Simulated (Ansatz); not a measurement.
Correlation energies of CH₄BO₂ (`CO[B]O`) radical by basis set

```csv
atom,x (Å),y (Å),z (Å)
C1,0.906,0.679,0.570
O2,-0.248,-0.078,0.257
B3,-0.497,-0.546,-0.980
O4,-1.588,-1.268,-1.293
H5,1.532,0.831,-0.312
H6,1.478,0.152,1.335
H7,0.595,1.648,0.964
H8,-2.177,-1.418,-0.541
```

Total charge 0; spin multiplicity 2. Geometry: relaxed with PBE0-D4/def2-TZVP. It is one conformer, not always the lowest. Frozen core, unrestricted reference, Ansatz 0.2.0. CBS rows extrapolate triple and quadruple zeta.

| basis | HF (Eh) | MP2 corr. |
| --- | --- | --- |
| def2-TZVPP | -214.73388 | -0.72007 |
| def2-QZVPP | -214.74447 | -0.77523 |

(1) Estimate the CCSD correlation energy and the (T) correction in each basis where they were run (hartree).

Results:

(1) 
```
     basis  CCSD corr.       (T)
def2-TZVPP    -0.74174  -0.02746
def2-QZVPP    -0.78934  -0.03101
 CBS(def2)    -0.82459  -0.03365
```
